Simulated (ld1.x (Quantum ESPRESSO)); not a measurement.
**Before and after: ultrasoft potential for nitrogen (N)**

* Element: N
* Generator: ld1.x (Quantum ESPRESSO) 7.5
* Type: ultrasoft
* Functional: PBE
* Relativity: scalar-relativistic
* Frozen core: [He]
* Valence charge: 5
* Reference configuration: 2s2 2p3
* Partial waves: 2s (bound): rcut 0.60, rcutus 0.70 bohr; 2s channel at -0.65 Ry: rcut 0.60, rcutus 0.70 bohr; 2p (bound): rcut 1.55, rcutus 1.85 bohr; 2p channel at 0.65 Ry: rcut 1.55, rcutus 1.85 bohr
* Local potential: all-electron potential smoothed inside 1.30 bohr (lloc = -1)
* Core correction: none
* Augmentation charge: PSQ, radius 0.60 bohr

All-electron outer shells of the reference configuration (PBE, scalar-relativistic, ld1.x):

| shell | level (eV) | outermost node (bohr) | outermost maximum (bohr) |
| --- | --- | --- | --- |
| 1s | -384.72 | – | 0.15 |
| 2s | -18.58 | 0.32 | 1.02 |
| 2p | -7.09 | – | 0.98 |

Change: core correction a·sin(br)/r model core inside 0.80 bohr.

Cutoffs: the cutoffs (Ry, on a coarse ladder) from which the occupation-weighted sum of valence levels, in a spherical-Bessel basis at the reference potential, stays within 10 and 1 mRy of its value at 400 Ry; they do not see the model core or the augmentation charge, which bear on the density cutoff. Errors are all-electron minus pseudo energies relative to the spin-unpolarised reference configuration.

Question: Predict the effect on cutoff, ghosts and configuration errors.

Answer: The potential gets neither clearly harder nor softer (70 Ry and 90 Ry → 70 Ry and 90 Ry); of the 7 tests that both files solve, the error grows in 0 and shrinks in 2 by more than 15 % and 0.3 meV (median size 96.8 → 81.0 meV); neither file shows a bound ghost. A model core, the more so a compact one, raises the density cutoff, which this test does not measure.

```tsv
quantity	base	changed
cutoff, loose	70 Ry	70 Ry
cutoff, tight	90 Ry	90 Ry
bound ghosts	none	none
error for 2s2 2p2, meV [ΔE 13.59 eV]	+9.8	+8.4
error for 2s2 2p1, meV [ΔE 42.45 eV]	+97	+81
error for 2s2 2p0, meV [ΔE 89.53 eV]	+507	+436
error for 2s0 2p5, meV [ΔE 23.04 eV]	+268	+245
error for 2s1 2p0, meV [ΔE 167.35 eV]	+593	+463
error for 2s1 2p4, meV [ΔE 11.51 eV]	+73	+68
error for 2s2 2p3.3, meV [ΔE -1.62 eV]	+0.4	+0.3
s: phases at 2.01 bohr within 0.05 rad from the reference energy up to (Ry; the scan ends near 5)	to the end of the scan	to the end of the scan
p: phases at 2.01 bohr within 0.05 rad from the reference energy up to (Ry; the scan ends near 5)	to the end of the scan	to the end of the scan
lowest overlap eigenvalue by channel	s 0.80, p 1.00	s 0.80, p 1.00
```
